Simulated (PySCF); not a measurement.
**Multinuclear NMR of C5H15OPSi**

Mapped SMILES: `[CH3:1][O:2][Si@H:3]([PH2:4])[C:5]([CH3:6])([CH3:7])[CH3:8]`. Hydrogens are named by the atom that carries them.

Computational details: shieldings: GIAO PBE0/pcSseg-1, GFN2-xTB structure, in PySCF 2.14.0 with density-fitted response routines (fast rotation and ring inversion assumed for equivalent nuclei, no solvent, non-relativistic, single conformer).

Q: Where does 31P resonate?

A: 
```tsv
atoms	environment	σ (ppm)	δ (ppm)
P4	phosphorus bonded to Si, 2 H	620.7	-244.1
```

Shieldings were converted by a linear fit to measured shifts: 31P (scatter 18.1 ppm rms vs H3PO4, solution or neat liquid). A few per cent of atoms miss by over 2 rms, more outside the fitted compound classes.

On a 500 MHz spectrometer 31P resonates near 202.4 MHz, so 1 ppm is 202.4 Hz.

Q: What are the 29Si shifts?

A: 
| atoms | environment | σ (ppm) | δ (ppm) |
| --- | --- | --- | --- |
| Si3 | silicon bonded to C, O, P, H | 334.2 | 5.3 |

Shieldings were converted by a linear fit to measured shifts: 29Si (scatter 8.9 ppm rms, 25.8 ppm with the 6 outliers that the fit left out vs TMS, solution or neat liquid). A few per cent of atoms miss by over 2 rms, more outside the fitted compound classes.

On a 600 MHz spectrometer 29Si resonates near 119.2 MHz, so 1 ppm is 119.2 Hz.

Q: What are the 17O shifts?

A: 
```
atoms             environment  σ (ppm)  δ (ppm)
   O2  oxygen bonded to C, Si    327.5    -31.6
```

Shieldings were converted by a linear fit to measured shifts: 17O (scatter 10.7 ppm rms, 12.2 ppm with the 3 outliers that the fit left out vs liquid water, solution or neat liquid). A few per cent of atoms miss by over 2 rms, more outside the fitted compound classes.

On a 300 MHz spectrometer 17O resonates near 40.7 MHz, so 1 ppm is 40.7 Hz.
